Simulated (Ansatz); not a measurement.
Stepwise reaction of `[OH][InH][OH]` with hydrogen, as a gas-phase model of exchange steps in deposition or etching. ΔE in kJ/mol; ΔG adds harmonic PBE0-D4 terms to CCSD(T)/CBS, at 1 bar.

Computed with Ansatz on PBE0-D4/def2-TZVP structures; ΔE is electronic, products minus reactants. CBS: MP2 limit from def2 TZ/QZ plus the TZ coupled-cluster correction, frozen cores. This one scheme is used for every species. Functionals use def2-TZVPP. B3LYP here is the variant with VWN-RPA as its local correlation; programs differ in this. Elements past krypton have def2 core potentials. For In outer-core shells are correlated without core-valence functions, which leaves a few kJ/mol of doubt a bond. One conformer a species, not always the lowest.

| step | reaction | PBE-D4 | B3LYP-D4 | ωB97M-V | CCSD(T)/CBS | ΔG(600 K) |
| --- | --- | --- | --- | --- | --- | --- |
| 1 | `[OH][InH][OH]` + H₂ → `[OH][InH2]` + H₂O | 13.8 | 12.7 | 9.5 | 16.9 | 12.5 |
| 2 | `[OH][InH2]` + H₂ → `[InH3]` + H₂O | 26.2 | 23.6 | 18.5 | 27.4 | 29.8 |

Task: By hand: ΔE of the 2 steps together at CCSD(T)/CBS.

Result: (16.9) + (27.4) = 44.3 kJ/mol, or 22.1 kJ/mol a step.

In ΔE each step is higher than the one before. All are uphill at CCSD(T)/CBS. ΔG lies between 12.5 and 29.8 kJ/mol a step. PBE-D4 differs from CCSD(T)/CBS by -3.1 to -1.2 kJ/mol a step. Isolated molecules leave out the surface, adducts and barriers. Largest T1 diagnostic: 0.017.
